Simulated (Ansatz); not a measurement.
Abridged output of a molecular run in Ansatz:

```
Functional definition: HF
1502 factors; integrals over basis functions are off by at most 7.7e-4 eV
mean field evaluation 1: about -33322.6011 eV, gradient 3.0e1 eV
mean field evaluation 2: about -33322.9298 eV, gradient 3.0e1 eV
mean field evaluation 4: about -33325.8862 eV, gradient 3.8e0 eV
mean field evaluation 8: about -33325.9601 eV, gradient 3.2e-1 eV
mean field evaluation 16: about -33325.9611 eV, gradient 1.2e-6 eV
mean field -33325.96111096 eV, -1224.7064816801 hartree, gradient 1.2e-6 eV, S^2 0.000000; 0 other end points of the search recorded, 0 dependent functions left out
17 core orbitals not correlated: weight in the atoms' cores, before any rotation towards them, 1.000 or more for the frozen orbitals, at most 0.000 for the correlated occupied ones
reference -33325.96111096 eV, -1224.7064816801 hartree; 15, 15 occupied and 226, 226 virtual orbitals, 1502 factors
second order -22.04435188 eV of doubles, -0.00000000 eV of singles
cycle   1  -22.95058686 eV  change   -9.1e-1 eV  update   1.1e-1
cycle   2  -23.56124041 eV  change   -6.1e-1 eV  update   3.2e-2
cycle   3  -23.67276388 eV  change   -1.1e-1 eV  update   1.5e-2
cycle   4  -23.66510957 eV  change    7.7e-3 eV  update   3.9e-3
cycle   5  -23.66451070 eV  change    6.0e-4 eV  update   1.9e-3
cycle   6  -23.66478179 eV  change   -2.7e-4 eV  update   5.8e-4
cycle   7  -23.66468844 eV  change    9.3e-5 eV  update   3.0e-4
cycle   8  -23.66472670 eV  change   -3.8e-5 eV  update   1.2e-4
cycle   9  -23.66472874 eV  change   -2.0e-6 eV  update   4.2e-5
cycle  10  -23.66470535 eV  change    2.3e-5 eV  update   1.3e-5
perturbative correction -1.10381548 eV, -0.0405644706 hartree
Total energy: -33350.72963179 eV, -1225.6167080318 hartree
```

Its atoms:

Cartesian coordinates in Å:
```
C -0.8217 -0.2803 1.1605
C -0.2296 0.3291 0.1307
S -0.4535 2.0029 -0.3246
Si 0.8886 -0.6791 -0.9691
Cl 2.7550 0.1713 -1.0699
H -0.6199 -1.3237 1.3763
H -1.5202 0.2277 1.8199
H -1.3696 2.3186 0.6087
H 1.0071 -2.0317 -0.3798
H 0.3638 -0.7348 -2.3527
```

(1) Which basis set was used?
A. def2-TZVPP
B. def2-SVPD
C. def2-SVP
D. cc-pV(D+d)Z

(2) Write the keys of the input that set method, charge and spin (a neutral closed shell needs none for the last two).

Results:

(1) A. It gives 258 functions.

(2) 
```yaml
correlation: {method: ccsd_t}
```
